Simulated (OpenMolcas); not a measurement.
A calculation on Ar III.

| Quantity | Value |
| --- | --- |
| Program | OpenMolcas 26.06 |
| Method | SS-CASPT2, IPEA 0.25 Eh, imaginary shift 0.1 Eh (closed shells correlated: 2s 2p) |
| Basis | ANO-RCC-VTZP [5s4p2d1f] |
| Scalar Hamiltonian | DKH2, point nucleus |
| Active space | 6 electrons in 4 orbitals (3s 3p) |
| State averaging | 2S+1 = 3 even, 3 roots; 2S+1 = 1 even, 6 roots kept (CI in the orbitals of an earlier block); 2S+1 = 3 odd, 3 roots; 2S+1 = 1 odd, 3 roots kept (CI in the orbitals of an earlier block) |
| Spin-orbit coupling | state interaction with AMFI integrals over the reference wave functions, term energies averaged over their components |

Question: Which level of the active space comes out lowest?

Answer: 3s² 3p⁴ ³P₂, with 100 % of that term; it is also the measured ground level.

Question: How high does 3s² 3p⁴ ³P₁ lie?

Answer: 1033 cm⁻¹ above the lowest level; measured 1112 cm⁻¹ above the ground level, so the calculation is off by -7 %.

Question: How high does 3s² 3p⁴ ³P₀ lie?

Answer: 1472 cm⁻¹ above the lowest level; measured 1570 cm⁻¹ above the ground level, so the calculation is off by -6 %.

Question: How high does 3s 3p⁵ ¹P°₁ lie?

Answer: 176130 cm⁻¹ above the lowest level; measured 144022 cm⁻¹ above the ground level, so the calculation is off by +22 %.

Measured values: Saloman, J. Phys. Chem. Ref. Data 39, 033101 (2010).

Over all roots computed the reference weight is 0.87 to 0.96; the roots of lowest weight are the least certain, and an intruder state may touch them. Terms from blocks run as CI alone lack orbitals of their own. Terms of s pⁿ other than that of highest spin mix with s² pⁿ⁻² d, which this space lacks; all of them can be thousands of cm-1 off, and some have no real level of that name. Measured partners are found by configuration, term and J. A level has none where our copy of the source lacks it or the pairing is in doubt (some pairs that miss far off the trend of their configuration count as doubtful), and it then counts in no deviation. Levels of configurations outside the active space are missing.

° marks odd parity.
